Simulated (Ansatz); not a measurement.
Geometry optimisation, RKS PBE/STO-3G in Ansatz.

input.yaml

```yaml
crystal:
  periodic: [false, false, false]
  atoms:
    - { symbol: C, position_ang: [1.9667, 1.4733, 1.0625] }
    - { symbol: Al, position_ang: [2.3523, -0.2654, 0.277] }
    - { symbol: Al, position_ang: [0.4907, -1.6206, -0.71] }
    - { symbol: C, position_ang: [-1.2585, -0.8671, -0.7022] }
    - { symbol: C, position_ang: [-1.397, 0.4216, -1.5011] }
    - { symbol: Al, position_ang: [-1.8982, -0.5911, 1.2002] }
    - { symbol: H, position_ang: [1.5191, 2.1702, 0.2628] }
    - { symbol: H, position_ang: [1.2131, 1.4094, 1.8576] }
    - { symbol: H, position_ang: [2.8435, 2.0001, 1.4996] }
    - { symbol: H, position_ang: [3.8571, -0.8107, 0.3336] }
    - { symbol: H, position_ang: [0.8025, -3.0693, -1.283] }
    - { symbol: H, position_ang: [-1.9908, -1.6162, -1.147] }
    - { symbol: H, position_ang: [-1.1404, 0.2827, -2.5525] }
    - { symbol: H, position_ang: [-0.7558, 1.2058, -1.0165] }
    - { symbol: H, position_ang: [-2.4406, 0.8026, -1.4828] }
    - { symbol: H, position_ang: [-1.886, -1.8047, 2.235] }
    - { symbol: H, position_ang: [-2.2967, 0.879, 1.7069] }
basis:
  gaussian: { orbitals: STO-3G }
hamiltonian:
  xc: pbe
relax:
  f_tol: 0.02
  max_steps: 40
```

Command:

```bash
$ ansatz run input.yaml --threads 1 --pin off --max-ram 2048MiB --backend cpu --events-out ev --progress --plain --runs-dir out
```

Problem. Where does it end, and by what steps?

Solution. The forces met the threshold. Limits of this set-up: minimal basis. After 31 steps the energy has fallen by 0.825 eV; H11 moved furthest, 2.13 Å.

```tsv
step	energy less start (eV)	largest force component (eV/Å)	accepted
0	0.0000	2.193	yes
2	-0.6220	0.219	yes
4	-0.6490	0.104	yes
6	-0.6741	0.390	yes
8	-0.7254	0.160	yes
10	-0.7533	0.292	yes
12	-0.7771	0.268	yes
14	-0.8025	0.210	yes
16	-0.8132	0.166	yes
18	-0.8188	0.069	yes
20	-0.8203	0.050	yes
22	-0.8213	0.061	yes
24	-0.8227	0.076	yes
26	-0.8235	0.071	yes
28	-0.8241	0.055	yes
30	-0.8243	0.061	no
31	-0.8247	0.019	yes
```

```xyz
17
Properties=species:S:1:pos:R:3
C 2.644 1.519 1.146
Al 2.250 0.132 -0.146
Al 0.419 -1.335 0.052
C -1.344 -0.936 -0.637
C -1.412 0.401 -1.445
Al -2.585 -1.032 0.817
H 2.615 2.519 0.673
H 1.957 1.556 2.009
H 3.665 1.408 1.555
H 3.241 0.076 -1.303
H 0.489 -2.673 0.783
H -1.586 -1.775 -1.324
H -0.668 0.446 -2.268
H -1.223 1.280 -0.796
H -2.402 0.567 -1.919
H -3.218 -2.357 1.190
H -2.861 0.202 1.653
```

Run time: 2.4 min on 1 thread of Arm Neoverse V1, with other jobs on the host, peak memory 0.13 GiB.
